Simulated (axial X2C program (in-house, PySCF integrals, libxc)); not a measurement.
## ReF: from the spin-free to the two-component result

Calculated with an axial X2C code built on PySCF integrals. Spin-free means the one-electron spin-free X2C Hamiltonian; two-component (2c) means X2C with spin–orbit coupling and atomic mean-field two-electron Coulomb and Gaunt terms, so the difference of the two also holds small scalar two-electron terms. Basis: Re dyall-cv3z [13s14p9d7f4g], F dyall-av3z [7s6p3d2f] (cores contracted in-house); Gaussian nuclei, density fitting, unrestricted open shells. Masses: Re 186.956 u, F 18.998 u.

Spin-free state: M_S = 3, Λ = 0 (beyond evenly filled blocks: 2 × σα, π+α, π-α, δ+α, δ-α); fragments Re + F.

| level | Re (Å) | ωe (cm⁻¹) | De (eV) | μ (D) |
| --- | --- | --- | --- | --- |
| PBE0 | 1.980 | 535.5 | 4.135 | -1.75 |
| HF | 2.003 | 529.8 | 3.089 | -2.36 |
| MP2 | 1.999 | 526.6 | 4.367 | n/a |
| CCSD | 1.996 | 534.1 | 3.859 | n/a |
| CCSD(T) | 1.997 | 531.8 | 3.895 | n/a |

Correlated methods: 14 electrons correlated (number of frozen shells: Re 5 s, 4 p, 2 d, 1 f; F 1 s), 312 virtual spin orbitals or spinors in MP2, 90 natural virtuals in coupled cluster.

Dipoles are positive if F is the positive end.

Two-component determinant lowest at the distance of the search:

Ω = 3 (⟨Sz⟩ = 2.94, ⟨Lz⟩ = 0.06 at HF); fragments Re + F.

```csv
level,Re (Å),ωe (cm⁻¹),De (eV),μ (D)
PBE0,1.971,538.2,4.175,-1.76
HF,1.999,532.0,3.100,-2.36
MP2,1.992,529.6,4.395,n/a
CCSD,1.988,537.4,3.889,n/a
CCSD(T),1.990,534.9,3.918,n/a
```

Task: From the two tables, how do the constants change at the CCSD(T) level (2c against spin-free)?

Result: At the CCSD(T) level Re goes down by 0.007 Å and ωe goes up by 3.1 cm⁻¹; De changes by 0.023 eV.

Dissociation energies refer to the lowest single-determinant-based atoms at the same level and basis. Density functionals use the spin component along the axis (collinear). CCSD and (T) use frozen natural virtuals with an MP2 correction for the truncation; (T) itself is uncorrected, so its De runs slightly low. In 2c an atomic determinant is not the ground J level, so De misses part of the atomic spin–orbit lowering. This holds for PBE0. Without a current term, density functionals place determinants with orbital angular momentum somewhat too high. The state is one determinant with fixed occupations, lowest in a PBE0 search at one distance only: followed along the bond, the spin-free determinant M_S = 2, Λ = 0 reaches 0.02 eV lower at PBE0, at Re = 1.828 Å, so the state shown is not the lowest. With several unpaired electrons one determinant need not be a pure state. Open-shell Ω = 0 determinants with evenly filled partner blocks cannot be reached by this program, so the Ω shown need not be the lowest component.
